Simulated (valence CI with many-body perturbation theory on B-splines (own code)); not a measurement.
**E1 line list for Sb XXXVII**

Calculated by relativistic CI+MBPT: five valence electrons over a frozen Dirac-Fock core [Ne], a basis of 11 s, 11 p, 10 d, 8 f, 5 g, 2 h functions for each j, with the one-electron correlation potential Σ1, the two-electron term Σ2, the three-electron term Σ3, Breit, model QED; selected CI, second order for the rest, scaled by the run's own slope (own B-spline code, finite nucleus).

The last digits are not significant, and no measured levels were compared; by estimate large intervals hold to a few tenths of a per cent, small ones and those within an open d or f shell to about a per cent. Among the levels kept, up to 4300 cm⁻¹ of a level comes from second order outside the variational space, and about a tenth of that is noise between levels of different J, which matters for small intervals.

Lines 151 to 200 of 566 in falling wavelength, among levels below 476.47 eV, chosen from the strongest by gf and those to the six lowest levels. Wavelengths and rates use the calculated energies. Electric multipoles are in the length gauge, E1 and E2 with the static RPA response of the core. Weak lines are less certain than strong ones. Lines between different terms over intervals too small for the method are left out, as are lines whose strength nearly cancels. Where a level lies close to another of its J and parity, the split of strength between their lines is uncertain. The highest levels of a list are the least certain.

Levels are named by their leading jj configuration (3d3/2^4 stands for four electrons in 3d with j = 3/2), which in mixed levels can hold well under half, so a name can repeat and another be missing. Letters in brackets count levels of one name in rising energy.

| λ vac (Å) | Upper | Lower | A (s⁻¹) | S (a.u.) with core polarisation | S without |
| --- | --- | --- | --- | --- | --- |
| 72.82 | (3s 3p1/2 3p3/2^2 3d5/2) J=7/2 [e] | (3s^2 3p1/2 3p3/2 3d5/2) J=7/2 [b] | 1.77e+10 | 2.71e-02 | 2.76e-02 |
| 72.76 | (3s^2 3p1/2 3d3/2 3d5/2) J=5/2 | (3s^2 3p1/2 3p3/2 3d3/2) J=5/2 [a] | 1.29e+10 | 1.47e-02 | 1.50e-02 |
| 72.73 | (3s 3p1/2^2 3d3/2 3d5/2) J=3/2 [b] | (3s 3p1/2^2 3p3/2 3d3/2) J=3/2 [a] | 2.80e+10 | 2.13e-02 | 2.17e-02 |
| 72.71 | (3s 3p1/2 3p3/2^2 3d5/2) J=5/2 [e] | (3s^2 3p1/2 3p3/2 3d5/2) J=5/2 [b] | 1.38e+10 | 1.57e-02 | 1.60e-02 |
| 72.65 | (3s^2 3p1/2 3d3/2 3d5/2) J=3/2 | (3s 3p1/2 3p3/2^3) J=3/2 [b] | 3.04e+10 | 2.30e-02 | 2.34e-02 |
| 72.64 | (3s 3p1/2 3p3/2^3) J=3/2 [b] | (3s^2 3p1/2 3p3/2^2) J=3/2 | 7.92e+10 | 5.99e-02 | 6.11e-02 |
| 72.61 | (3s 3p1/2^2 3p3/2^2) J=3/2 | (3s^2 3p1/2^2 3p3/2) J=3/2 | 7.98e+10 | 6.03e-02 | 6.16e-02 |
| 72.55 | (3s^2 3p3/2 3d5/2^2) J=3/2 [a] | (3s^2 3p3/2^2 3d5/2) J=5/2 [a] | 2.93e+10 | 2.21e-02 | 2.25e-02 |
| 72.52 | (3s 3p1/2 3p3/2^2 3d5/2) J=5/2 [e] | (3s^2 3p1/2 3p3/2 3d5/2) J=7/2 [b] | 2.23e+10 | 2.51e-02 | 2.56e-02 |
| 72.50 | (3s 3p1/2 3p3/2^2 3d5/2) J=5/2 [d] | (3s 3p1/2 3p3/2^3) J=3/2 [b] | 1.03e+11 | 1.16e-01 | 1.18e-01 |
| 72.48 | (3s^2 3p1/2 3d3/2 3d5/2) J=9/2 | (3s^2 3p1/2 3p3/2 3d3/2) J=7/2 | 1.36e+11 | 2.55e-01 | 2.60e-01 |
| 72.43 | (3s^2 3p3/2 3d3/2 3d5/2) J=7/2 [d] | (3s^2 3p3/2^2 3d3/2) J=5/2 | 3.34e+10 | 5.01e-02 | 5.10e-02 |
| 72.40 | (3s 3p1/2 3p3/2^2 3d5/2) J=5/2 [a] | (3s^2 3p1/2 3p3/2 3d3/2) J=7/2 | 2.49e+10 | 2.80e-02 | 2.86e-02 |
| 72.37 | (3s^2 3p3/2 3d5/2^2) J=3/2 [b] | (3s^2 3p3/2^2 3d5/2) J=3/2 | 3.09e+10 | 2.31e-02 | 2.36e-02 |
| 72.30 | (3s 3p1/2^2 3p3/2 3d5/2) J=3/2 [b] | (3s^2 3p1/2^2 3d5/2) J=5/2 | 6.77e+10 | 5.05e-02 | 5.16e-02 |
| 72.28 | (3s 3p1/2 3p3/2^2 3d5/2) J=1/2 [b] | (3s 3p1/2 3p3/2^3) J=3/2 [a] | 5.40e+10 | 2.01e-02 | 2.05e-02 |
| 72.26 | (3s^2 3p3/2 3d3/2 3d5/2) J=5/2 [c] | (3s^2 3p3/2^2 3d3/2) J=3/2 [a] | 4.03e+10 | 4.50e-02 | 4.59e-02 |
| 72.25 | (3s 3p1/2^2 3d5/2^2) J=9/2 | (3s 3p1/2^2 3p3/2 3d5/2) J=9/2 | 1.43e+10 | 2.65e-02 | 2.70e-02 |
| 72.20 | (3s 3p1/2 3p3/2^2 3d5/2) J=3/2 [e] | (3s^2 3p1/2 3p3/2 3d5/2) J=5/2 [c] | 1.81e+10 | 1.35e-02 | 1.37e-02 |
| 72.14 | (3s^2 3p3/2 3d5/2^2) J=5/2 [b] | (3s^2 3p3/2^2 3d5/2) J=3/2 | 1.45e+11 | 1.61e-01 | 1.64e-01 |
| 72.11 | (3s^2 3p1/2 3d5/2^2) J=9/2 | (3s^2 3p1/2 3p3/2 3d5/2) J=9/2 | 1.09e+11 | 2.02e-01 | 2.06e-01 |
| 72.07 | (3s 3p1/2 3p3/2^2 3d3/2) J=7/2 [b] | (3s^2 3p1/2 3p3/2 3d3/2) J=5/2 [a] | 9.31e+09 | 1.38e-02 | 1.40e-02 |
| 72.02 | (3s^2 3p3/2 3d3/2 3d5/2) J=5/2 [c] | (3s^2 3p3/2^2 3d3/2) J=5/2 | 3.70e+10 | 4.09e-02 | 4.17e-02 |
| 72.01 | (3s 3p1/2^2 3d3/2 3d5/2) J=5/2 [b] | (3s 3p1/2^2 3p3/2 3d3/2) J=7/2 | 2.02e+10 | 2.23e-02 | 2.28e-02 |
| 71.94 | (3s 3p1/2^2 3p3/2 3d5/2) J=3/2 [a] | (3s^2 3p1/2^2 3d3/2) J=3/2 | 7.18e+09 | 5.28e-03 | 5.39e-03 |
| 71.94 | (3s 3p1/2 3p3/2^2 3d5/2) J=5/2 [d] | (3s^2 3p1/2 3p3/2 3d3/2) J=3/2 [b] | 2.88e+10 | 3.18e-02 | 3.24e-02 |
| 71.90 | (3s^2 3p3/2 3d5/2^2) J=9/2 | (3s^2 3p3/2^2 3d3/2) J=7/2 | 1.07e+11 | 1.96e-01 | 2.00e-01 |
| 71.88 | (3s 3p3/2^3 3d5/2) J=3/2 | (3s^2 3p3/2^2 3d3/2) J=1/2 | 2.06e+10 | 1.51e-02 | 1.54e-02 |
| 71.87 | (3s 3p1/2 3p3/2^2 3d5/2) J=3/2 [e] | (3s^2 3p1/2 3p3/2 3d5/2) J=3/2 | 9.61e+10 | 7.04e-02 | 7.19e-02 |
| 71.86 | (3s 3p1/2 3p3/2^2 3d5/2) J=3/2 [c] | (3s 3p1/2 3p3/2^3) J=3/2 [b] | 1.11e+11 | 8.10e-02 | 8.26e-02 |
| 71.86 | (3s 3p1/2^2 3d3/2 3d5/2) J=7/2 [b] | (3s 3p1/2^2 3p3/2 3d3/2) J=7/2 | 2.09e+10 | 3.07e-02 | 3.13e-02 |
| 71.85 | (3s^2 3p3/2 3d3/2 3d5/2) J=3/2 [d] | (3s^2 3p3/2^2 3d3/2) J=3/2 [b] | 2.41e+10 | 1.77e-02 | 1.80e-02 |
| 71.84 | (3s 3p3/2^3 3d5/2) J=7/2 [a] | (3s^2 3p3/2^2 3d3/2) J=7/2 | 9.81e+09 | 1.44e-02 | 1.47e-02 |
| 71.72 | (3s^2 3p3/2 3d3/2 3d5/2) J=3/2 [a] | (3s^2 3p1/2 3p3/2 3d5/2) J=1/2 [b] | 2.41e+10 | 1.76e-02 | 1.79e-02 |
| 71.70 | (3s^2 3p1/2 3d5/2^2) J=7/2 | (3s^2 3p1/2 3p3/2 3d3/2) J=5/2 [b] | 1.78e+11 | 2.60e-01 | 2.65e-01 |
| 71.68 | (3s 3p1/2 3p3/2^2 3d5/2) J=1/2 [c] | (3s^2 3p1/2 3p3/2 3d5/2) J=1/2 [a] | 8.13e+10 | 2.95e-02 | 3.01e-02 |
| 71.66 | (3s 3p1/2 3p3/2^2 3d5/2) J=5/2 [b] | (3s^2 3p1/2 3p3/2 3d5/2) J=7/2 [a] | 4.76e+10 | 5.18e-02 | 5.29e-02 |
| 71.66 | (3s 3p1/2 3p3/2^2 3d3/2) J=5/2 [a] | (3s^2 3p1/2^2 3d5/2) J=5/2 | 1.52e+10 | 1.66e-02 | 1.69e-02 |
| 71.61 | (3s 3p1/2 3p3/2^2 3d5/2) J=7/2 [b] | (3s^2 3p1/2 3p3/2 3d5/2) J=5/2 [a] | 1.18e+10 | 1.71e-02 | 1.75e-02 |
| 71.53 | (3s 3p1/2 3p3/2^2 3d3/2) J=7/2 [c] | (3s^2 3p1/2 3p3/2 3d3/2) J=7/2 | 4.74e+10 | 6.84e-02 | 6.99e-02 |
| 71.51 | (3s 3p1/2 3p3/2^2 3d5/2) J=3/2 [f] | (3s 3p1/2 3p3/2^3) J=3/2 [c] | 7.12e+10 | 5.14e-02 | 5.24e-02 |
| 71.46 | (3s 3p1/2 3p3/2^2 3d5/2) J=7/2 [b] | (3s^2 3p1/2 3p3/2 3d5/2) J=7/2 [a] | 8.08e+10 | 1.16e-01 | 1.19e-01 |
| 71.38 | (3s^2 3p3/2 3d5/2^2) J=3/2 [a] | (3s^2 3p3/2^2 3d3/2) J=3/2 [b] | 1.03e+11 | 7.36e-02 | 7.51e-02 |
| 71.32 | (3s^2 3p1/2 3d3/2^2) J=3/2 | (3s^2 3p1/2 3p3/2 3d3/2) J=5/2 [a] | 3.40e+10 | 2.44e-02 | 2.49e-02 |
| 71.29 | (3s 3p1/2 3p3/2^2 3d3/2) J=5/2 [c] | (3s 3p1/2 3p3/2^3) J=3/2 [a] | 5.16e+10 | 5.54e-02 | 5.65e-02 |
| 71.28 | (3s 3p1/2 3p3/2^2 3d5/2) J=3/2 [a] | (3s 3p1/2 3p3/2^3) J=3/2 [a] | 5.84e+10 | 4.18e-02 | 4.26e-02 |
| 71.25 | (3s 3p1/2^2 3p3/2 3d5/2) J=7/2 [a] | (3s 3p1/2^2 3p3/2^2) J=5/2 | 4.03e+10 | 5.76e-02 | 5.86e-02 |
| 71.20 | (3s 3p3/2^3 3d5/2) J=7/2 [c] | (3s^2 3p3/2^2 3d5/2) J=5/2 [a] | 5.70e+10 | 8.12e-02 | 8.29e-02 |
| 71.19 | (3s 3p1/2 3p3/2^2 3d5/2) J=3/2 [d] | (3s^2 3p1/2 3p3/2 3d5/2) J=5/2 [b] | 1.90e+10 | 1.35e-02 | 1.38e-02 |
| 71.14 | (3s 3p1/2^2 3p3/2 3d3/2) J=5/2 [b] | (3s^2 3p1/2^2 3d3/2) J=3/2 | 9.22e+10 | 9.83e-02 | 1.00e-01 |
